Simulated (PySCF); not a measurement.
# Correlation energy of Ag (silver, neutral)

[Kr] 4d9 5s1 5p1, one real determinant (an excited configuration). Calculation: PySCF 2.14, in x2c-TZVPPall (8s6p6d2f1g, 79 functions); scalar relativity by spin-free X2C-1e. Frozen: [Ar] 3d10; 19 electrons correlated.

```json
{"level": "CCSD", "correlation energy (mhartree)": "-588.42"}
{"level": "(T)", "correlation energy (mhartree)": "-14.79"}
{"level": "CCSD(T)", "correlation energy (mhartree)": "-603.21"}
```

Diagnostics: T1 = 0.011, D1 = 0.0530, largest double amplitude 0.029.

The real determinant used has ⟨L²⟩ near 8 against 12 for a pure F term, so it mixes terms.

Cost of the coupled-cluster step: about 19 core-seconds, for 19 correlated electrons.

Iterations:

```
CC2 = 0
CCSD nocc = (np.int64(11), np.int64(8)), nmo = (65, 65)
frozen orbitals [[0, 1, 2, 3, 4, 5, 6, 7, 8, 9, 10, 11, 12, 13], [0, 1, 2, 3, 4, 5, 6, 7, 8, 9, 10, 11, 12, 13]]
max_cycle = 100
direct = 0
conv_tol = 1e-08
conv_tol_normt = 1e-06
diis_space = 8
diis_start_cycle = 0
Init t2, MP2 energy = -0.607187424056927
Init E_corr(UCCSD) = -0.607187424057151
cycle = 1  E_corr(UCCSD) = -0.576200935272939  dE = 0.0309864888  norm(t1,t2) = 0.0662998
cycle = 2  E_corr(UCCSD) = -0.588269928595104  dE = -0.0120689933  norm(t1,t2) = 0.0191712
cycle = 3  E_corr(UCCSD) = -0.587568308708591  dE = 0.000701619887  norm(t1,t2) = 0.00957184
cycle = 4  E_corr(UCCSD) = -0.588320378570291  dE = -0.000752069862  norm(t1,t2) = 0.00490014
cycle = 5  E_corr(UCCSD) = -0.58846313382811  dE = -0.000142755258  norm(t1,t2) = 0.0022062
cycle = 6  E_corr(UCCSD) = -0.588344648006864  dE = 0.000118485821  norm(t1,t2) = 0.00160753
cycle = 7  E_corr(UCCSD) = -0.588420975236051  dE = -7.63272292e-05  norm(t1,t2) = 0.000808907
cycle = 8  E_corr(UCCSD) = -0.588446294996494  dE = -2.53197604e-05  norm(t1,t2) = 0.000319421
cycle = 9  E_corr(UCCSD) = -0.588421426530718  dE = 2.48684658e-05  norm(t1,t2) = 0.000100057
cycle = 10  E_corr(UCCSD) = -0.588421825773636  dE = -3.99242918e-07  norm(t1,t2) = 2.42956e-05
cycle = 11  E_corr(UCCSD) = -0.588422890440598  dE = -1.06466696e-06  norm(t1,t2) = 1.23057e-05
cycle = 12  E_corr(UCCSD) = -0.588422807914429  dE = 8.2526169e-08  norm(t1,t2) = 4.57982e-06
cycle = 13  E_corr(UCCSD) = -0.588422799012146  dE = 8.90228291e-09  norm(t1,t2) = 1.65284e-06
cycle = 14  E_corr(UCCSD) = -0.588422783137601  dE = 1.58745448e-08  norm(t1,t2) = 3.41462e-07
cycle = 15  E_corr(UCCSD) = -0.588422784560134  dE = -1.42253298e-09  norm(t1,t2) = 1.0775e-07
UCCSD converged
E(UCCSD) = -5313.189484851497  E_corr = -0.5884227845601339
UCCSD(T) correction = -0.0147886163914168
```

The basis was made for the ground configuration and has no added diffuse functions, which can raise the energy of the promoted electron.

The reference is one real determinant that mixes LS terms of this configuration.

This basis was not built for core-valence correlation, so the inner-shell part is incomplete.
